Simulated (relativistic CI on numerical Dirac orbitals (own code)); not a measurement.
## Hyperfine structure of Cs⁴⁸⁺, mass number 134

Method of calculation: Dirac-Coulomb-Breit CI, orbitals from a KLI potential per configuration, model QED (radiative potential, 1s self-energy scaled to tabulated hydrogen-like ionisation energies), unscaled Slater integrals (own radial code, finite nucleus).

Configurations in the expansion (outside the closed core 1s2): 2s2.2p3, 2s.2p4, 2p5, 2p4.3s, 2p4.3p, 2p4.3d, 2s2.2p2.3s, 2s2.2p2.3p, 2s2.2p2.3d, 2s.2p3.3s, 2s.2p3.3p, 2s.2p3.3d, 2s2.2p2.4s, 2s2.2p2.4p, 2s2.2p2.4d, 2s2.2p2.4f. Levels of other configurations are missing.

Nuclear spin I = 4, μ = 2.9893 μN, Q = 0.37 b (tables of Stone and Pyykkö). The electronic factors are computed for point nuclear moments, without core polarisation or the Bohr-Weisskopf and QED corrections.

```
          Level   E (eV)  A (GHz)  B (GHz)
2s2.2p3 2D°_5/2   371.49    513.1   -0.577
2s2.2p3 2P°_1/2   403.63     1600         
  2s.2p4 4P_5/2   574.82     1195     60.5
  2s.2p4 2S_1/2   645.97     4945         
2s2.2p3 2P°_3/2   755.82    248.2     -238
  2s.2p4 4P_3/2   946.41     1179     -175
  2s.2p4 2D_5/2   979.91     1478     -286
  2s.2p4 2P_1/2  1018.28    -1636
```

Levels with J = 0, under 50 % of one LS term, or S terms without an open s electron are left out. Small factors come from cancelling terms and can be off by tens of per cent or more.

At this charge energies of transitions that change n are usually good to better than 1 %, and those within a shell (Δn = 0) to a few per cent.

Q: Give the hyperfine levels of 2s2.2p3 2P°_1/2 relative to its centre of gravity.

A: With K = F(F + 1) − I(I + 1) − J(J + 1), E = AK/2: F = 7/2: -4001, F = 9/2: 3201 GHz.

LS names give the leading component of a level, which can be under half, so a name can repeat, a term be missing and a line seem to break the LS rules.
